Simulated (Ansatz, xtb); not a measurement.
**FH2NSeSi: which of two isomers lies lower**

We compare X, `[H]/N=[Si](\F)[SeH]`, a singlet, with Y, `N[Si](F)=[Se]`, a singlet. Both are isolated molecules in the gas phase, relaxed with B3LYP-D3(BJ)/def2-SVP; the shapes shown needn't be the lowest conformers.

X (Å):

```xyz
6

F    -2.0399   -1.1848   -3.5822
N    -0.3176    0.8669   -2.3833
Se   -2.3568   -1.0442   -0.5104
Si   -1.3934   -0.2976   -2.3891
H     0.1489    1.2423   -3.2054
H    -1.5740   -0.0736    0.2794
```

Y (Å):

```xyz
6

F    -1.3177   -1.2926   -3.4892
N    -0.4980    0.0441   -1.4245
Se   -3.7402    0.6298   -2.3089
Si   -1.8451   -0.2086   -2.4070
H    -0.5181    0.6855   -0.6392
H     0.3925   -0.4236   -1.5621
```

Q: Which of the two would you expect CCSD(T)/def2-TZVP electronic energies to favour?

A: Structure Y; the calculation gives E(Y) − E(X) = −37.4 kcal/mol.

Level by level:

| level | geometry | E(Y) − E(X) (kcal/mol) | departure from the last row (kcal/mol) | job, with rough time for the two |
| --- | --- | --- | --- | --- |
| GFN2-xTB | GFN2-xTB | −28.6 | +8.8 | optimisation, 0.17 s |
| HF/STO-3G | GFN2-xTB | −52.4 | −15.0 | single point, 0.28 s |
| r2SCAN-D4/def2-SVP | GFN2-xTB | −38.9 | −1.5 | single point, 1.4 s |
| B3LYP-D3(BJ)/def2-SVP | B3LYP-D3(BJ)/def2-SVP | −38.3 | −0.9 | optimisation, 14 s |
| HF/def2-TZVP | B3LYP-D3(BJ)/def2-SVP | −44.1 | −6.7 | part of the CCSD(T) run |
| MP2/def2-TZVP | B3LYP-D3(BJ)/def2-SVP | −38.3 | −0.9 | part of the CCSD(T) run |
| CCSD(T)/def2-TZVP | B3LYP-D3(BJ)/def2-SVP | −37.4 |  | single point, 30 s |

As drawn, Y has 1 N–Si, 1 Se=Si, 1 N–H in place of 1 N=Si, 1 Se–Si, 1 Se–H.

None of the levels shown reverses the order. The largest departure from CCSD(T)/def2-TZVP is that of HF/STO-3G, 15.0 kcal/mol.

With harmonic frequencies from B3LYP-D3(BJ)/def2-SVP (ideal gas, rigid rotor, one conformer each, 298.15 K, 1 atm): on the last row, ΔE + ΔZPE = −34.1, ΔH = −34.4, ΔG = −33.9 kcal/mol.

The correlated steps freeze 16 core orbitals; the filled d shell of Se is correlated, in a basis made for valence electrons. Run with Ansatz 0.2.0, xtb 6.7.1; the last row on 2 threads of Intel(R) Xeon(R) 6975P-C (Granite Rapids) on a shared host.
